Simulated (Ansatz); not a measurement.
Isolated molecules relaxed with PBE0-D4/def2-TZVP in Ansatz; ΔE leaves out vibrations. CCSD(T)/CBS is the MP2 limit (def2-TZVPP, def2-QZVPP) plus CCSD(T) − MP2 in def2-TZVPP, frozen cores. This one scheme is used for every species. DFT in def2-TZVPP. B3LYP here is the variant with VWN-RPA as its local correlation; programs differ in this. def2 core potentials past Kr. For Te outer-core shells are correlated without core-valence functions, which leaves a few kJ/mol of doubt a bond. One conformer a species, not always the lowest.

`[TeH][SiH]1BC1` + H₂O → `O[SiH]1BC1` + H₂Te  (formal hydrolysis of the Si–Te bond)

```csv
level,ΔE (kJ/mol)
BLYP-D4,-20.7
B3LYP,-29.0
CCSD/def2-SVP,-21.7
CCSD(T)/def2-SVP,-19.9
```

What does CCSD(T)/CBS give? (An estimate is asked.)

The calculation gave: -11.1 kJ/mol. The listed levels differ from it by -9.6, -17.9, -10.6, -8.8 kJ/mol.

Largest T1 diagnostic among the species: 0.014.

In def2-TZVPP, CCSD(T) changes the Hartree–Fock value by +16.3 kJ/mol (the triples alone add +3.9 kJ/mol) and MP2 by +24.1 kJ/mol. At CCSD(T), def2-SVP lies −8.7 kJ/mol from the extrapolated value and def2-TZVPP −8.9 kJ/mol.

CCSD(T)/CBS has its own doubt, a few kJ/mol and more with outer-core shells, so smaller differences from it don't rank the levels.
